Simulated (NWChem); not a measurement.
# BH₃Se₂; SMILES [SeH]B[SeH]

```xyz
6

B      0.0000     0.0000    -0.8185
H      0.0000     0.0000    -2.0201
Se    -1.6630     0.0000     0.1521
H     -2.5124     0.0000    -1.0482
Se     1.6630     0.0000     0.1521
H      2.5124     0.0000    -1.0482
```
Atoms are numbered in this order, from 1.

Level: PBE0/def2-SVP (NWChem), optimised geometry, unscaled harmonic frequencies. This build's default masses of Se (78.918 u) and Br (79.917 u) are each other's, which moves their modes by up to 0.6 %.

List the harmonic frequencies with IR intensities, and the thermochemistry.


| frequency (cm⁻¹) | IR intensity (km/mol) |
|---|---|
| 148 | 0.0 |
| 270 | 0.0 |
| 390 | 14.3 |
| 541 | 1.9 |
| 666 | 36.5 |
| 738 | 0.5 |
| 803 | 30.5 |
| 823 | 2.3 |
| 1032 | 177.7 |
| 2459 | 6.2 |
| 2459 | 4.7 |
| 2676 | 53.5 |

```
Property                                                                            Value
-----------------------------------------------------------------------  ----------------
zero-point energy                                                           18.6 kcal/mol
thermal correction to the enthalpy at 298.15 K (with zero-point energy)     22.2 kcal/mol
heat capacity Cv                                                         15.5 cal/(mol K)
entropy at 298.15 K and 1 atm (symmetry number 2)                        73.4 cal/(mol K)
dipole moment                                                                      1.19 D
```

Rigid rotor and harmonic oscillator.
